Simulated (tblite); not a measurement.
Give a GFN2-xTB geometry of `FCc1c[c]c(S)cc1` [radical]. (Doublet state.)

```
atom  x, y, z in Å
F1    -2.8256   -1.4466   -0.2771
C2    -2.3530   -0.1615   -0.3026
C3    -0.8712   -0.0974   -0.0531
C4    -0.1261   -1.2589    0.1730
C5     1.2078   -1.1229    0.3905
C6     1.8827    0.0633    0.4054
S7     3.6252    0.1783    0.6935
C8     1.1371    1.2243    0.1794
C9    -0.2212    1.1314   -0.0451
H10   -2.6013    0.2462   -1.2907
H11   -2.9040    0.3924    0.4680
H12   -0.6129   -2.2218    0.1707
H13    3.8077   -1.1314    0.8454
H14    1.6409    2.1795    0.1846
H15   -0.7906    2.0331   -0.2184
```

Orientation and origin are arbitrary. Atoms count from 1 in this order. C6 (carbon bonded to 2 C and S) is planar (angles 123.0°, 119.8° and 117.2°, sum 360.0°, 0.00 Å off the plane of its three neighbours). C8 (carbon bonded to 2 C and H) is planar (angles 121.3°, 119.7° and 119.0°, sum 360.0°, 0.00 Å off the plane of its three neighbours). Of the pairs four or more bonds apart, F1···H12 is among the closest relative to their van der Waals radii: 2.39 Å, 89 % of the sum of Bondi's values. C4 (carbon bonded to 2 C and H) is planar (angles 122.2°, 120.0° and 117.8°, sum 360.0°, 0.00 Å off the plane of its three neighbours).

Bonds between heavy atoms (Å): F1–C2 1.369, C2–C3 1.504, C3–C4 1.398, C4–C5 1.358, C5–C6 1.365, C6–S7 1.770, C6–C8 1.398, C8–C9 1.380, C3–C9 1.390.

Structure optimised with GFN2-xTB, isolated species. This method treats the open shell by occupation alone, without spin polarisation.

Point group: Cs (every atom within 0.08 Å of its image). Its lowest GFN2-xTB frequency is 6 cm⁻¹, too small to tell a flat minimum from a shallow saddle. Torsions: F1–C2–C3–C4 0°, C5–C6–S7–H 0°.

The run took under 0.1 s of wall time on Arm Neoverse V2, one thread, no GPU (shared host). That covers the optimisation of the geometry.

One conformer stands for the species.

The numbers are calculated, not measured.
